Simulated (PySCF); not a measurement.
Bond curve of YbCl

Set-up: Yb x2c-SVPall, Cl x2c-SVPall; spin-free X2C with a Gaussian nucleus (PySCF 2.14). Energies in eV from Yb (4f14 6s2) + Cl in their ground configurations at the same level. State: doublet, about 14.0 electrons in the 4f shell (Mulliken).

All columns are PBE0. A positive dipole means Yb(−)Cl(+).

| R (Å) | E (eV) | μ (D) | Mulliken charge on Yb (basis-dependent) | HOMO (eV) | LUMO (eV) | Mayer bond order | ⟨S²⟩ |
| --- | --- | --- | --- | --- | --- | --- | --- |
| 2.137 | -3.157 | -3.19 | 0.25 | -4.10 | -2.03 | 1.34 | 0.75 |
| 2.236 | -3.653 | -3.60 | 0.31 | -4.18 | -2.11 | 1.24 | 0.75 |
| 2.336 | -3.921 | -4.03 | 0.35 | -4.27 | -2.18 | 1.16 | 0.75 |
| 2.410 | -4.012 | -4.36 | 0.38 | -4.34 | -2.24 | 1.12 | 0.75 |
| 2.485 | -4.035 | -4.69 | 0.41 | -4.41 | -2.30 | 1.07 | 0.75 |
| 2.559 | -4.005 | -5.04 | 0.43 | -4.49 | -2.37 | 1.04 | 0.75 |
| 2.659 | -3.907 | -5.50 | 0.45 | -4.59 | -2.46 | 1.00 | 0.75 |
| 2.783 | -3.719 | -6.10 | 0.47 | -4.71 | -2.58 | 0.96 | 0.75 |
| 2.932 | -3.439 | -6.82 | 0.49 | -4.85 | -2.73 | 0.92 | 0.75 |
| 3.131 | -3.030 | -7.77 | 0.51 | -5.03 | -2.93 | 0.87 | 0.75 |

A fit through these points gives, at Re = 2.477 Å, μ = -4.66 D and dμ/dR = -4.56 D/Å; the reduced mass is 29.12 u.

**Question.** How strong is the fundamental in the double-harmonic approximation, I = 42.26·(dμ/dR)²/μred km/mol?

**Answer.** I = 42.26·(-4.56)²/29.12 = 30.2 km/mol at PBE0.

These are scalar-relativistic numbers at best; spin–orbit coupling would shift them, the dissociation energy most. With d or f electrons several states lie close, and the lowest PBE0 determinant need not be the measured ground state.
